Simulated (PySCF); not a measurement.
How methods differ on the interval between two levels of C²⁺

C²⁺ [He] 2s2 → C²⁺ [He] 2p2 [3P2, M_J = 2], as a difference of total energies. All numbers are calculated (PySCF 2.14, the two-component X2C-1e Hamiltonian, in x2c-TZVPall-2c with one added diffuse shell each of s, p, d type (6s4p3d1f, 40 functions)). Correlated levels: 1s2 frozen. "Screened" scales the spin-orbit matrix elements by Boettger's factors to mimic the two-electron term; Breit and QED terms are absent.

```tsv
method	interval between two levels (cm⁻¹)
GHF (spin-free)	124300
GMP2 (spin-free)	132160
GHF (screened spin-orbit)	124330
GMP2 (screened spin-orbit)	132190
```

The labels give the starting determinants; with spin-orbit coupling the two ends relaxed to ⟨J²⟩ = 0.00, ⟨L²⟩ = 0.00, ⟨S²⟩ = 0.00 and ⟨J²⟩ = 6.00, ⟨L²⟩ = 2.00, ⟨S²⟩ = 2.00.
